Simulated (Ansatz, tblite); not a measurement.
Cost and result up the ladder for Ge(SiH3)2H2 (Si2GeH8) (11 atoms). The state is a singlet with charge 0. Geometry: PBE-D4/def2-SVP.

Cartesian coordinates in Å:
```
Ge 0.3792 -0.4095 0.8213
Si -0.2712 1.8851 0.6138
H 0.5236 2.5387 -0.4849
H -0.0362 2.6370 1.8965
H -1.7329 1.9673 0.2635
Si -0.0139 -1.5772 -1.2312
H 0.7766 -0.9338 -2.3391
H -1.4764 -1.5070 -1.5812
H 0.3905 -3.0230 -1.1226
H -0.4253 -1.0814 1.9695
H 1.8860 -0.4962 1.1945
```

Ansatz on 4 threads of Arm Neoverse V2 on a shared host; xTB runs through tblite on one thread. Times are rough, summed over both states, and most runs start from the orbitals of an earlier one. PBE0-D4/def2-TZVP serves as the yardstick here, not as an exact answer. The other state is a triplet.

The xTB rows come from tblite.

xTB has no spin-polarisation term.

| level | functions | vertical triplet (eV) | difference from PBE0-D4/def2-TZVP (eV) |
| --- | --- | --- | --- |
| r2SCAN-D4/def2-TZVP | 170 | 5.73 | -0.07 |
| PBE-D4/def2-TZVP | 170 | 5.54 | -0.25 |
| GFN1-xTB | 43 | 4.23 | -1.56 |
| PBE0-D4/def2-TZVP (with forces) | 170 | 5.79 | 0.00 |
| GFN2-xTB | 35 | 4.32 | -1.47 |

(1) Estimate how long each takes.

Results:

(1) GFN2-xTB 0.009 s; GFN1-xTB 0.012 s; PBE-D4/def2-TZVP 4 s; PBE0-D4/def2-TZVP (with forces) 7.3 s; r2SCAN-D4/def2-TZVP 9.5 s. On shared hardware such times vary by a factor of up to 3.
